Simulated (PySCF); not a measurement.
Structure revision by computed shifts

A compound C6H8FN gives the data below (simulated from a calculation) and was assigned the structure `C/C(=C\C#N)CCF`.

13C{1H} NMR (computed): δ 167.5 (C), 121.4 (C), 111.9 (C), 20.5 (CH2), 17.9 (CH3), 17.7 (CH3).

1H NMR (600 MHz, computed): δ 2.66 (s, 2H), 2.29 (m, 3H), 1.95 (s, 3H).

[PySCF 2.14: GFN2-xTB geometry; NMR shieldings at PBE0/pcSseg-1/GIAO; one computed conformer; fast rotation and ring inversion assumed for equivalent nuclei; non-relativistic Hamiltonian; no solvent]

Chemical shifts δ = σref − σ; 1H (31.72 ppm) and 13C (186.93 ppm) vs TMS, all at this level.

(1) Compare with the shifts computed for the proposed structure, pairing carbons in order of shift.

(2) Which isomer fits?

Results:

(1) Atom-mapped SMILES (the numbers label the heavy atoms): `[CH3:1]/[C:2](=[CH:3]\[C:4]#[N:5])[CH2:6][CH2:7][F:8]` (H(Xn): hydrogen on atom n).

```json
{"atom": "C2", "computed for proposal": "168.3", "given list": "167.5", "difference": "+0.8"}
{"atom": "C4", "computed for proposal": "121.6", "given list": "121.4", "difference": "+0.2"}
{"atom": "C3", "computed for proposal": "106.3", "given list": "111.9", "difference": "-5.6"}
{"atom": "C7", "computed for proposal": "82.8", "given list": "20.5", "difference": "+62.3"}
{"atom": "C6", "computed for proposal": "43.4", "given list": "17.9", "difference": "+25.5"}
{"atom": "C1", "computed for proposal": "24.1", "given list": "17.7", "difference": "+6.4"}
```

The rms difference is 27.7 ppm and the largest +62.3 ppm at C7 (sp3 CH2 bonded to F). The carbon types in order of shift don't match either: C, C, CH, CH2, CH2, CH3 for the proposal against C, C, C, CH2, CH3, CH3 in the data. The proposal doesn't fit.

(2) `C/C(F)=C(/C)CC#N`.

Carbon types of the structure: 3 × C, 1 × CH2, 2 × CH3, which accounts for all hydrogens. δC 167.5, 111.9: fully substituted alkene carbon. δC 121.4: nitrile carbon; C≡N carbons fall here, among the sp2 signals but without a proton. δC 20.5: allylic sp3 CH2; saturated and bonded to C and H only. δH 2.29, 1.95: hydrogen on an allylic methyl carbon; allylic position.

Other isomers checked: C/C=C(\C)[C@H](F)C#N (rms 29.8 ppm); [H]/N=C/[C@@H]1[C@@H](F)C12CC2 (rms 34.6 ppm).

The data come from this structure; uniqueness wasn't tested. Such data don't tell enantiomers apart.

Splittings by 19F in the carbon and heteronuclear signals aren't shown, as no couplings were computed. Shifts are as computed. Against solution values, carbons near 30 ppm lie about +3 ppm off and those near 130 ppm about +5 ppm (rms about the fit 2.1 ppm; single classes can miss by 10 ppm). Of 1328 compounds with measured shifts, 309 miss one by over three times the rms of a fit or turn the order of signals round; such compounds aren't used in these exercises. Signals without a measured value on file couldn't be tested in this way; 1H shifts scatter by 0.2 ppm about their fit, and single ones miss by 0.5 ppm. Multiplicities follow the n + 1 count of equivalent neighbours, as no J values were calculated; m marks all less simple cases, F and P coupling included.
